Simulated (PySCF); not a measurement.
A survey of ¹⁷O NMR shifts

PySCF 2.14.0 with density-fitted response routines calculation with GIAO PBE0/pcSseg-1 shieldings and geometry: GFN2-xTB; isolated molecule, non-relativistic, rapidly exchanging positions averaged, one conformer.

Shieldings were converted by a linear fit to measured shifts: ¹⁷O: δ = 266.70 − 0.911σ (rms 10.7 ppm, 155 shifts, 12.2 ppm with the 3 outliers that the fit left out vs liquid water, solution or neat liquid). A few per cent of atoms miss by over 2 rms, more outside the fitted compound classes.

**Question.** Give the ¹⁷O shifts of `[SiH3]O[Si@@H]1C[SiH2][SiH2]CO1`, `C[Si]([SiH3])([SiH3])[SiH2]OC=O`.

**Answer.** 
```tsv
compound	environment	δ (ppm)
[SiH3:1][O:2][Si@@H:3]1[CH2:4][SiH2:5][SiH2:6][CH2:7][O:8]1	O2: oxygen bonded to 2 Si	7.0
[SiH3:1][O:2][Si@@H:3]1[CH2:4][SiH2:5][SiH2:6][CH2:7][O:8]1	O8: oxygen bonded to C, Si, in a 6-membered ring	0.8
[CH3:1][Si:2]([SiH3:3])([SiH3:4])[SiH2:5][O:6][CH:7]=[O:8]	O8: carbonyl oxygen	379.5
[CH3:1][Si:2]([SiH3:3])([SiH3:4])[SiH2:5][O:6][CH:7]=[O:8]	O6: oxygen bonded to C, Si	133.2
```

**Question.** Order these by ¹⁷O shift, lowest first.
A. C#C[SiH2]C([SiH3])([SiH3])C=O
B. CO[SiH](OC)SC
C. Fc1nnon1

**Answer.** B (-13.5 ppm, oxygen bonded to C, Si), C (466.6 ppm, aromatic ring oxygen), A (563.7 ppm, aldehyde oxygen).
